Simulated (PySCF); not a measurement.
Input file for PySCF: R-B3LYP/LANL2DZ on CuAs, 2S+1 = 1, a spin state set in the input, which need not be the lowest, a point of a bond scan (R = 2.123 Å).

```python
from pyscf import gto, scf, dft, mp
from pyscf.data.elements import chemcore

mol = gto.M(
    atom='''
    Cu    0.00000000    0.00000000    0.00000000
    As    0.00000000    0.00000000    2.12339600
    ''',
    basis='lanl2dz',
    ecp={'As': 'lanl2dz', 'Cu': 'lanl2dz'},
    charge=0, spin=0, verbose=3, max_memory=1800)
mf = dft.RKS(mol, xc='b3lyp')
mf.conv_tol = 1e-8
mf.max_cycle = 100
mf.kernel()
if not mf.converged:
    mf = mf.newton().run(mf.mo_coeff, mf.mo_occ)
```

Program output:

```
converged SCF energy = -202.197372855633
```

The calculation finished and met its thresholds.

Cost: around 1.3 core-seconds (rough).
